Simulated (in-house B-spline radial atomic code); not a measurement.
A fraction x of an electron is removed from 5p in Ce4+, starting from [Kr] 4d10 5s2 5p6 and keeping the highest spin. All numbers are computed (scalar-relativistic (X2C) LDA PW92, spin-polarised, spherical fractional occupations; Fermi nucleus of rms radius 4.8771 fm) with an all-electron radial atomic-structure program (B-spline basis), not measured.

```tsv
x	E(x) - E(0) (eV)	5p down level (eV)
0	0.0000	-60.239
0.14	8.5577	-62.015
0.34	21.2155	-64.566
0.47	29.7173	-66.233
0.5	31.7101	-66.618
0.56	35.7303	-67.390
0.71	45.9840	-69.327
0.85	55.8167	-71.142
0.91	60.1086	-71.922
1	66.6343	-73.094
```

The exact functional would give a straight line between the two integer points. Deviations E(x) - E(0) - x[E(1) - E(0)], in eV: -0.771 at x = 0.14, -1.44 at x = 0.34, -1.601 at x = 0.47, -1.607 at x = 0.5, -1.585 at x = 0.56, -1.326 at x = 0.71, -0.822 at x = 0.85, -0.529 at x = 0.91.

The curve lies below the straight line by up to 1.607 eV (at x = 0.5): convex, the delocalisation error that favours fractional charges.

Question: How well does Slater's transition state (minus the level at half occupation) give the ionisation energy?

Answer: It gives 66.618 eV against 66.634 eV from the two total energies; NIST lists 65.55 eV, ground level to ground level.
